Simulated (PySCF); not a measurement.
**Ru⁺: excitation energy**

Ru⁺ [Kr] 4d7 (4F) → Ru⁺ [Kr] 4d6 5p1 (high-spin determinant), as a difference of total energies. All numbers are calculated (PySCF 2.14, a scalar-relativistic core potential, in def2-QZVPPD with the def2 core potential (28 electrons)). Correlated levels: valence: 4s2 4p6 frozen; valence and next inner shell: nothing frozen outside the core potential. The calculations carry no spin-orbit coupling.

```json
{"method": "UHF", "excitation energy (eV)": "4.827"}
{"method": "LDA", "excitation energy (eV)": "5.793"}
{"method": "PBE", "excitation energy (eV)": "5.753"}
{"method": "PBE0", "excitation energy (eV)": "5.739"}
{"method": "TPSS", "excitation energy (eV)": "5.845"}
{"method": "BLYP", "excitation energy (eV)": "5.922"}
{"method": "M06-2X", "excitation energy (eV)": "6.343"}
{"method": "MP2 (valence)", "excitation energy (eV)": "5.824"}
{"method": "SCS-MP2 (valence)", "excitation energy (eV)": "6.229"}
{"method": "MP2 (valence and next inner shell)", "excitation energy (eV)": "5.641"}
{"method": "SCS-MP2 (valence and next inner shell)", "excitation energy (eV)": "5.862"}
```

Problem. Estimate what r2SCAN gives.

Solution. 5.530 eV, closest to MP2 (valence and next inner shell) among the rows shown.

Problem. Estimate what B3LYP gives.

Solution. 5.928 eV, closest to BLYP among the rows shown.

The determinant of the upper state mixes LS terms, which raises its energy above the lowest term, most at the Hartree-Fock and MP2 levels.
